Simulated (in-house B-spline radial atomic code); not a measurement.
Ionising Zr VII (Zr6+) with different functionals

Computed with a B-spline radial code for spherical atoms: scalar-relativistic (spin-free X2C) Hamiltonian, Fermi nucleus of rms radius 4.2694 fm, spin-polarised at highest spin, spherical fractional occupations for the functionals, and exact exchange of hybrids averaged over the configuration. The ionisation energy is the difference of two self-consistent energies, [Ar] 3d10 4s2 4p4 → [Ar] 3d10 4s2 4p3, without Breit or QED terms; ε is the level of the shell that loses the electron (its least bound occupied spin orbital). There is no spin-orbit coupling in this Hamiltonian.

```tsv
method	rung	ΔSCF (eV)	-ε(4p) (eV)
PBE0	global hybrid	112.87	106.89
B3LYP	global hybrid	113.16	106.61
TPSSh	global hybrid	112.77	105.62
BHandHLYP	global hybrid	112.92	108.96
r2SCAN0	global hybrid	112.63	106.92
B97-1	global hybrid	112.91	106.51
HSE06	range-separated hybrid	112.98	106.48
wB97X	range-separated hybrid	113.10	109.52
CAM-B3LYP	range-separated hybrid	113.17	108.58
LC-wPBE	range-separated hybrid	113.13	110.07
```

(1) Among the functionals, which spreads more, the ΔSCF values or the orbital energies?

(2) How do they compare with the NIST value?

Answers

(1) The orbital energies: ΔSCF values span about 0.54 eV and the orbital energies 4.45 eV; here energy differences depend much less on the functional than eigenvalues do.

(2) NIST lists 112 eV ± 2 (tabulated theory, ground level to ground level). Errors run from +0.63 to +1.17 eV; all lie within about twice that uncertainty, so the table can't rank the methods.
